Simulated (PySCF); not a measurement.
Exercise with solution: chemical shift, span and skew from a shielding tensor

Al(Cl)2(SMe) (CH3AlCl2S), SMILES [Cl][Al]([S]C)[Cl]. Atoms are numbered in the order given.

```xyz
8

Al     0.0130     0.3860     0.0000
Cl     0.9235     2.2711     0.0000
Cl    -2.0852     0.2461     0.0000
S      1.2542    -1.3820     0.0000
C      0.0228    -2.7609     0.0000
H     -1.0100    -2.3908     0.0000
H      0.1926    -3.3715    -0.8966
H      0.1926    -3.3715     0.8966
```
Charge 0, spin multiplicity 1.

The structure is a stationary point at B3LYP-D3(BJ)/def2-SVP. Other conformers were not sampled.

GIAO shieldings from PBE/pcSseg-1 (PySCF), non-relativistic, no solvent. The symmetric part of the tensor of C5 has the principal values 152.9, 153.6, 186.7 ppm. The same nucleus in TMS has σ = 182.0 ppm at this level (PySCF, at its B3LYP-D3(BJ)/def2-TZVP geometry). Without spin–orbit terms, shifts of atoms bonded to Cl or Br come out too high.

### Question
Work out the isotropic shielding, the ¹³C shift against TMS, the span and the skew.

### Answer

σ(iso) = (σ11 + σ22 + σ33)/3 = 164.4 ppm. δ = σ(ref) − σ(iso) = 182.0 − (164.4) = 17.6 ppm.
Span Ω = σ33 − σ11 = 33.8 ppm. Skew κ = 3(σ(iso) − σ22)/Ω = 0.96. Tumbling in solution averages the tensor to δ; in a static solid the shielding alone would spread this spin-1/2 line over Ω.
